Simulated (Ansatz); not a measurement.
Basis sets compared for the cluster Tl4Cl3⁺. The state is a singlet with charge 1. Geometry PBE-D4/def2-SVP. Ansatz on 4 threads of Intel Xeon on a shared host; times are rough, and most runs start from earlier orbitals.

Cartesian coordinates in Å:
```
Tl 1.216 0.693 1.795
Tl -2.961 -0.317 1.330
Tl 0.147 -1.928 -1.186
Tl 0.900 2.183 -2.252
Cl -0.478 -1.741 1.711
Cl 2.321 0.073 -0.886
Cl -1.145 1.038 -0.513
```

In the def2 sets Tl takes a core potential; there is no spin–orbit coupling. Another isomer (singlet) lies 0.09 eV lower at PBE0-D4/def2-TZVP; other spin states weren't run for this one.

```json
{"level": "PBE-D4/def2-SVP", "functions": "158", "energy (Eh)": "-2069.9918", "HOMO (eV)": "-9.85", "LUMO (eV)": "-5.82", "wall time": "2.3 s"}
{"level": "PBE0-D4/def2-SVP", "functions": "158", "energy (Eh)": "-2069.9539", "HOMO (eV)": "-10.90", "LUMO (eV)": "-5.14", "wall time": "5.5 s"}
```

(1) Estimate the rows for PBE-D4/def2-TZVP (with forces), PBE0-D4/def2-TZVP.

## Answers

(1) 
```
                         level  functions  energy (Eh)  HOMO (eV)  LUMO (eV)  wall time
PBE-D4/def2-TZVP (with forces)        311   -2070.4755      -9.95      -5.89      8.5 s
             PBE0-D4/def2-TZVP        311   -2070.4249     -11.00      -5.20       16 s
```
